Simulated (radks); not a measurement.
Results of a calculation; reference values are marked as such.
Question: All-electron atom: the silver ion Ag23+ in [Ar] 3d6. Code: a radial shooting solver on a logarithmic mesh with Libxc functionals. Model: scalar-relativistic Kohn-Sham, revPBE, spin-polarised, spherical densities, finite nucleus; open shells are filled with parallel spins first (spin-orbit coupling, left out, can overturn this in heavy ions); Fermi nuclear charge, rms radius 4.5454 fm. Some entries of the table are withheld. Estimate them.

| orbital | occ. | eigenvalue (eV) | <1/r> (bohr^-1) |
|---|---|---|---|
| 1s up | 1 | -26188.48 | 49.43 |
| 1s down | 1 | -26188.43 | 49.44 |
| 2s up | 1 | -4578.048 | 11.26 |
| 2s down | 1 | -4568.141 | 11.28 |
| 2p up | 3 | -4196.329 | 10.87 |
| 2p down | 3 | -4188.947 | 10.89 |
| 3s up | 1 | -1438.915 | 4.173 |
| 3s down | 1 | -1427.331 | 4.153 |
| 3p up | 3 | -1314.080 | 4.006 |
| 3p down | 3 | -1302.131 | 3.985 |
| 3d up | 5 | -1129.889 | 3.810 |
| 3d down | 1 | -1115.434 | 3.793 |
| 4s up | 0 | -675.3085 | (1) |
| 4s down | 0 | -671.6528 | (2) |
| 4p up | 0 | -628.1084 | 1.931 |
| 4p down | 0 | -624.4423 | 1.922 |

Answer: 
(1) 4s up <1/r> (bohr^-1): 2.010
(2) 4s down <1/r> (bohr^-1): 2.001
